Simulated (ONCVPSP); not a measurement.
**What the settings do to the ONCV potential of N**

Base potential:

```json
{
 "Element": "nitrogen",
 "Generator": "ONCVPSP 4.0.1",
 "Type": "optimised norm-conserving Vanderbilt (ONCV)",
 "Functional": "LDA (Perdew-Wang 92)",
 "Relativity": "scalar-relativistic",
 "Frozen core": "[He]",
 "Valence charge": "5",
 "Reference configuration": "2s2 2p1.5 (charge +1.5)",
 "Partial waves": "2s: rc 0.90 bohr, ncon 4, nbas 9, qcut 8.1 1/bohr, 2 projectors, debl 1.6 Ha; 2p: rc 1.60 bohr, ncon 4, nbas 9, qcut 9.9 1/bohr, 1 projector; d scattering state at 0.09 Ha: rc 1.75 bohr, ncon 4, nbas 7, qcut 5.3 1/bohr, 2 projectors, debl 1.7 Ha",
 "Local potential": "polynomial inside 0.65 bohr (lpopt 5, dvloc0 0 Ha)",
 "Core correction": "Teter function, fcfact 1.5, rcfact 1.65"
}
```

All-electron outer shells of the reference configuration (LDA (PZ), scalar-relativistic, ld1.x):

| shell | level (eV) | outermost node (bohr) | outermost maximum (bohr) |
| --- | --- | --- | --- |
| 1s | -408.94 | – | 0.15 |
| 2s | -40.26 | 0.32 | 0.98 |
| 2p | -28.85 | – | 0.89 |

Cutoffs, loose and tight: the cutoffs (Ha) at which the residual kinetic energy of the hardest occupied pseudo-wave falls to 1 and 0.1 mHa per electron. They do not see the model core or the augmentation charge, which bear on the density cutoff. Test errors are all-electron minus pseudo excitation energies from the reference, over the configurations 2s2 2p3; 2s2 2p2; 2s2 2p1; 2s1 2p4. A dash means not determined; rows that change the core or the reference have their own tests.

A true bound ghost makes a file unfit for plane-wave use even where its test errors are small: the radial tests pick states by their node count and pass the ghost by.

```tsv
change	outcome	cutoff, loose	cutoff, tight	bound ghosts	GHOST(+) flags above zero	largest test error (meV)
base	generated	30 Ha	85 Ha	none	d	+100
all radii but the core radius scaled by about 1.06 (s 0.96, p 1.70, d 1.86 bohr); local potential polynomial inside 0.70 bohr (lpopt 5, dvloc0 0 Ha)	generated	29 Ha	60 Ha	none	d	+121
s: qcut 5.5	generated	170 Ha	289 Ha	none	d	+114
s: qcut 6.2; p: qcut 7.6; d: qcut 4.1	generated	97 Ha	277 Ha	none	d	+177
p: nbas 8	generated	30 Ha	85 Ha	none	d	+100
core correction none	generated	30 Ha	85 Ha	none	d	+115
d: rc 2.6	generated, projector energies reset by the program	30 Ha	85 Ha	d	none	+100
functional revPBE	generated	30 Ha	86 Ha	none	none	+73
```

Problem. What comes out with this change to the base: reference 2s2 2p3?

Solution. outcome: generated; cutoff, loose: 29 Ha; cutoff, tight: 59 Ha; bound ghosts: none; GHOST(+) flags above zero: d; largest test error (meV): +520.
